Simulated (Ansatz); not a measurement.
Job for Ansatz (an electronic-structure program): R-CCSD(T)/cc-pV(Q+d)Z on FH2NSi (SMILES N[Si]F), a point of a torsion scan. Files ending in .json are basis or fitting sets from the Basis Set Exchange.

Ansatz 0.2 input:
```yaml
crystal:
  periodic: [false, false, false]
  atoms:
    - {symbol: N, position_ang: [-0.56756205, -0.00034705, -0.10954218]}
    - {symbol: Si, position_ang: [1.02284779, -0.46622420, 0.37505455]}
    - {symbol: F, position_ang: [0.69470358, -1.15981399, 1.84501867]}
    - {symbol: H, position_ang: [-0.90801033, 0.91650955, 0.14137773]}
    - {symbol: H, position_ang: [-1.31135625, -0.66795990, 0.07217395]}
basis:
  gaussian:
    orbitals: cc-pV_Q+d_Z.json
magnetization: {spin_polarized: false}
correlation: {method: ccsd_t, electrons: outside_noble_gas}
scf: {lower_state_search: off}
```

Q: What total energy does the run end on?

A: -444.7779 hartree (reference determinant -444.1268, T1 diagnostic 0.014).

Q: How many basis functions does it have, and what does it roughly cost on one machine?

A: 234 functions; about 6 core-minutes (a rough figure).
